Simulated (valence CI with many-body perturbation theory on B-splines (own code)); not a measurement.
The numbers below are computed, except where a source is named.
Assign the levels of Tb XVII

Method: relativistic CI+MBPT: three valence electrons over a frozen Dirac-Fock core [Kr] 4d10, radial functions for each j: 7 s, 7 p, 7 d, 7 f, 4 g, 2 h, with the one-electron correlation potential Σ1 (screened to all orders), the two-electron term Σ2, the three-electron term Σ3, Breit, model QED; selected single and double excitations, second order for the rest, scaled by the run's own slope (own B-spline code, finite nucleus).

No measured levels were compared; by estimate terms of the open shell hold to a few per cent of their energy, and close levels can change places.

```csv
No.,J,Parity,E (cm⁻¹),g
1,9/2,odd,0.0,0.738
2,11/2,odd,5888,0.966
3,13/2,odd,11746,1.104
4,15/2,odd,17488,1.194
11,11/2,odd,34654,1.101
12,5/2,odd,35192,0.580
14,13/2,odd,39176,0.936
18,15/2,odd,44698,1.056
20,11/2,odd,47938,1.246
21,1/2,odd,47997,0.580
22,5/2,odd,50169,1.190
```

Energies count from the lowest level. Strongly mixed levels and levels close to another of their J and parity are left out, so the numbers can have gaps.

(1) Give configuration and LS term of each level.

Results:

(1) 1: 4f3 4I°; 2: 4f3 4I°; 3: 4f3 4I°; 4: 4f3 4I°; 11: 4f3 2H°; 12: 4f3 4G°; 14: 4f3 2K°; 18: 4f3 2K°; 20: 4f3 4G°; 21: 4f3 2P°; 22: 4f3 2D°.
